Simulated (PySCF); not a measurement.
Al(F)3(SH2), H₂AlF₃S, singlet, PBE0/def2-SVP optimised geometry.

```
7

Al    -0.42    -0.08     0.00
F      1.23    -0.08     0.00
F     -1.23     1.37     0.00
F     -1.18    -1.37     0.71
S     -0.88    -0.74    -2.35
H     -0.56    -2.04    -2.16
H     -2.19    -0.95    -2.13
```

Density from PBE0/def2-TZVP run with PySCF 2.14.0 at that geometry.

Minimum of the electron density along straight lines between bonded atoms, close to the bond critical point (lines longer than 1.1 times the sum of covalent radii, or with two minima, are not listed):

```json
[
 {"bond": "Al1–F2", "length / Å": "1.659", "ρ at the minimum / e bohr⁻³": "0.111", "∇²ρ there / e bohr⁻⁵": "0.90", "position (fraction from the first atom)": "0.43"},
 {"bond": "Al1–F3", "length / Å": "1.659", "ρ at the minimum / e bohr⁻³": "0.111", "∇²ρ there / e bohr⁻⁵": "0.90", "position (fraction from the first atom)": "0.43"},
 {"bond": "Al1–F4", "length / Å": "1.663", "ρ at the minimum / e bohr⁻³": "0.109", "∇²ρ there / e bohr⁻⁵": "0.88", "position (fraction from the first atom)": "0.43"},
 {"bond": "Al1–S5", "length / Å": "2.481", "ρ at the minimum / e bohr⁻³": "0.037", "∇²ρ there / e bohr⁻⁵": "0.11", "position (fraction from the first atom)": "0.36"},
 {"bond": "S5–H6", "length / Å": "1.353", "ρ at the minimum / e bohr⁻³": "0.215", "∇²ρ there / e bohr⁻⁵": "-0.63", "position (fraction from the first atom)": "0.66"},
 {"bond": "S5–H7", "length / Å": "1.353", "ρ at the minimum / e bohr⁻³": "0.215", "∇²ρ there / e bohr⁻⁵": "-0.63", "position (fraction from the first atom)": "0.66"}
]
```
